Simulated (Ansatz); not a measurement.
Consider the substitution at a C–Si bond: `C#C[Si](C#C)(C#C)C#C` + `[SiH3]S` → `C#CS[SiH3]` + `C#C[SiH](C#C)C#C`.

Program: Ansatz. Geometries: PBE0-D4/def2-TZVP. ΔE: electronic, gas phase. CCSD(T)/CBS is the MP2 limit (def2-TZVPP, def2-QZVPP) plus CCSD(T) − MP2 in def2-TZVPP, frozen cores. DFT in def2-TZVPP. B3LYP here is the variant with VWN-RPA as its local correlation; programs differ in this. HSE06 is defined as in plane-wave codes.

`C#C[Si](C#C)(C#C)C#C`:

Cartesian coordinates in Å:
```
C -1.344 -2.433 1.188
C -0.809 -1.463 0.714
Si -0.001 -0.001 0.000
C -0.822 1.501 0.606
C -1.362 2.500 1.009
C -0.121 -0.068 -1.811
C -0.200 -0.112 -3.013
C 1.747 0.025 0.490
C 2.907 0.046 0.816
H -1.818 -3.291 1.606
H -1.840 3.384 1.365
H -0.270 -0.151 -4.076
H 3.933 0.064 1.104
```

`[SiH3]S`:

Z-matrix (Å, degrees):
```
Si
S 1 2.137
H 1 1.485 2 111.6
H 1 1.485 2 111.6 3 -122.0
H 1 1.482 2 104.8 3 119.0
H 2 1.344 1 94.7 3 60.9
```

`C#CS[SiH3]`:

Cartesian coordinates in Å:
```
C 1.011 -0.307 2.083
C 1.043 -0.465 0.889
S 1.125 -0.705 -0.773
Si -0.744 0.261 -1.241
H 0.986 -0.169 3.137
H -1.858 -0.446 -0.566
H -0.698 1.679 -0.814
H -0.864 0.153 -2.715
```

`C#C[SiH](C#C)C#C`:

```xyz
11

C    -1.460    0.518    2.424
C    -0.666    0.436    1.521
Si    0.549    0.327    0.173
C     0.957   -1.418   -0.139
C     1.244   -2.571   -0.342
C    -0.146    1.068   -1.336
C    -0.593    1.571   -2.336
H    -2.165    0.589    3.221
H     1.777    1.057    0.558
H     1.495   -3.591   -0.522
H    -0.992    2.013   -3.220
```

Q: Is it downhill or uphill in electronic energy at CCSD(T)/CBS, and by how much? (An estimate is asked.)

A: The calculation gave: Uphill: ΔE = +75.7 kJ/mol.

Q: What do these levels give: PBE-D4, B3LYP-D4, BHLYP-D4, PBE-QIDH, PBE0, B3LYP, HSE06, RPA@PBE/def2-TZVPP, CCSD/def2-SVP, CCSD(T)/def2-SVP, CCSD/def2-TZVPP, CCSD(T)/def2-TZVPP? (Estimate.)

A: Ansatz gave: PBE-D4 59.6, B3LYP-D4 67.7, BHLYP-D4 72.5, PBE-QIDH 70.2, PBE0 62.9, B3LYP 65.9, HSE06 62.7, RPA@PBE/def2-TZVPP 76.5, CCSD/def2-SVP 71.3, CCSD(T)/def2-SVP 70.1, CCSD/def2-TZVPP 77.8, CCSD(T)/def2-TZVPP 76.6 kJ/mol.

Largest T1 diagnostic among the species: 0.014.

At CCSD(T), def2-SVP lies −5.5 kJ/mol from the extrapolated value and def2-TZVPP +0.9 kJ/mol. Leaving LDA and LC-ωPBE aside and taking each functional with its dispersion term where it has one, the values, not all of them listed here, spread over 13.5 kJ/mol, from PBE-D4 to B97M-V. LDA lies −4.4 kJ/mol from PBE without D4.
